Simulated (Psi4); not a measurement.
C6H15O (SMILES CC(C)CC(C)[OH2+]), charge +1, singlet, geometry from GFN2-xTB, with bond 21-7 at 1.6 times its length. Base run: PBE0/STO-3G (Psi4 1.11).

Psi4 was given this input:
```
memory 2 GB

molecule {
1 1
C     1.51690442   -1.41971904   -0.24378573
C     1.40505215   -0.07373810    0.48414863
C     2.01623325    1.03976375   -0.36381501
C    -0.02692007    0.26556411    0.93788271
C    -1.05411537    0.38736354   -0.17379600
C    -2.37166067    0.98323651    0.26509911
O    -1.34287486   -1.02525699   -0.61158989
H     0.99879037   -2.21740868    0.29055638
H     1.20911345   -1.35273697   -1.29212350
H     2.56418651   -1.71381692   -0.27863193
H     1.99290782   -0.14922192    1.40299502
H     1.54026238    1.12375991   -1.33877963
H     3.07020753    0.83878908   -0.53175862
H     1.93627406    1.99739621    0.14226544
H     0.00382205    1.21808948    1.46647643
H    -0.37865578   -0.48306837    1.65105011
H    -0.64768996    0.92780748   -1.03290850
H    -2.77234369    0.44338393    1.11865954
H    -2.22326304    2.01889486    0.55474022
H    -3.10154716    0.96724142   -0.54110959
H    -2.24608392   -1.05962939   -1.88715106
H    -0.45464738   -1.46513842   -0.74429878
}

set {
  basis sto-3g
}

energy('pbe0')
print_variables()
```

Each row names what was changed in the base input (with any setting that the change needs).

```tsv
change	ΔE vs base (µEh)	SCF cycles	grid points	basis functions
base	0.0	8	458659	50
scf_type = dfdirj+cosx	-398	9	458659	50
scf_type = pk	1962	8	458659	50
soscf = true	0.0	6	458659	50
dft_spherical_points = 194	30.9	8	294873	50
dft_radial_points = 35	184	8	218307	50
guess = gwh	0.0	10	458659	50
guess = sapgau	0.0	10	458659	50
scf_type = disk_df	0.0	8	458659	50
dft_spherical_points = 974	-13.1	8	1475587	50
dft_radial_points = 99	-0.1	8	602220	50
dft_nuclear_scheme = stratmann	3.9	8	424209	50
df_basis_scf = cc-pvqz-jkfit	1783	8	458659	50
```
